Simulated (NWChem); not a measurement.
# C2H5FSi2; SMILES C#C[SiH2][SiH2]F

```xyz
10

C     -1.1362    -2.7491    -0.2004
C     -0.2747    -1.9132     0.0006
Si     0.9832    -0.6102     0.2811
Si     0.1500     1.4656    -0.4346
F     -1.1023     1.8951     0.5182
H     -1.8951    -3.4917    -0.3746
H      2.2136    -0.9253    -0.5087
H      1.3386    -0.5569     1.7303
H      1.1996     2.5217    -0.3204
H     -0.3355     1.3959    -1.8434
```
Atoms are numbered in this order, from 1.

Results from NWChem. Geometry: optimised at PBE0/def2-SVP. Total energies of different functionals are on different scales.

| level | energy (Ha) | highest occupied level (eV) | orbital gap (eV) | dipole (D) | relative time |
|---|---|---|---|---|---|
| PBE/def2-TZVP | -757.6256 | -6.79 | 5.07 | 1.17 | 1 |
| B3LYP/def2-TZVP | -758.1808 | -7.73 | 6.72 | 1.28 | 1 |
| LDA (Slater exchange, VWN5)/def2-TZVP | -754.4392 | -6.91 | 4.97 | 1.24 | 1 |
| CAM-B3LYP/def2-TZVP | -758.0762 | -9.23 | 9.48 | 1.33 | 10 |
| PBE0/def2-TZVP | -757.6888 | -7.94 | 7.10 | 1.29 | 1 |

Times are rough ratios from one shared machine.
